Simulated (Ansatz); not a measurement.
Several settings on one geometry of In5Sb5H18, a cluster cut from wurtzite InSb (hydrogen-capped) (that of the charge 0 singlet, PBE-D4/def2-SVP). Ansatz on 2 threads of AMD EPYC 7R13 on a shared host and a share (18 GiB) of an NVIDIA H100 80GB HBM3; times are rough.

```csv
atom,x (Å),y (Å),z (Å)
Sb1,1.2752,-4.3753,-0.4127
In2,-1.3799,-3.6147,0.5742
Sb3,-1.2763,-0.7398,0.2650
In4,-3.8208,0.6021,0.5738
Sb5,-3.1588,3.2848,-0.4107
In6,4.0063,-3.5319,0.0906
Sb7,3.1605,-0.7265,0.0060
In8,0.9769,0.5637,1.3672
Sb9,0.9453,3.0998,0.0060
In10,-1.0653,5.2317,0.0901
H11,1.3443,-6.0911,-0.2795
H12,1.1681,-4.3839,-2.1290
H13,-2.4760,-4.2265,-0.6298
H14,-1.3069,-3.9543,2.2783
H15,-0.8977,-0.5210,-1.4028
H16,-4.8984,-0.0439,-0.6287
H17,-4.0764,0.8340,2.2788
H18,-3.2295,3.2027,-2.1268
H19,-4.6095,4.2015,-0.2654
H20,4.9769,-3.8089,-1.3232
H21,4.3434,-3.8349,1.7668
H22,2.7240,-0.4301,-1.6306
H23,4.4872,0.3714,-0.0020
H24,1.1994,0.6923,3.0859
H25,0.9836,2.5716,-1.6302
H26,2.5587,3.7017,-0.0029
H27,-1.1563,5.6797,1.7653
H28,-0.8208,6.2070,-1.3264
```

Totals from different functionals, basis sets or treatments of relativity can't be compared as stabilities.

In the def2 sets In, Sb take a core potential; there is no spin–orbit coupling. Correlated methods freeze 40 core orbitals; core or outer-core shells of Sb, In are correlated, in sets that lack core-valence functions.

The spins typed aren't always the lowest for that charge.

Task: Give the basis size and estimate the energy, ⟨S²⟩, dipole and time of these runs.

| run | method | charge | state | further keys |
| --- | --- | --- | --- | --- |
| 1 | UHF, mp2/def2-SVPD | 0 | singlet | fitting: {mean_field: def2-universal-jkfit}; final_grid: {core_spheres: 5, valence_spheres: 4, degree: 11}; scf: {omitted_lower_state_checks: [starts]}; forces asked |
| 2 | UKS r2SCAN-D3(BJ)/def2-SVPD | -1 | doublet | fitting: {mean_field: def2-universal-jkfit} |
| 3 | RKS PBE-QIDH/def2-mTZVPP | 0 | singlet | fitting: {mean_field: def2-universal-jkfit}; nuclear_model: gaussian; pseudopotentials: {relativity: none}; scf: {omitted_lower_state_checks: [starts]}; forces asked |

Result: 
| run | functions | energy (Eh) | ⟨S²⟩ | dipole (D) | wall time |
| --- | --- | --- | --- | --- | --- |
| 1 | 464 | -2154.0088 | 0.00 | 2.79 | 27 s |
| 2 | 464 | -2163.6263 | 0.76 | – | 22 s |
| 3 | 450 | -2160.1307 | – | 2.75 | 18 s |
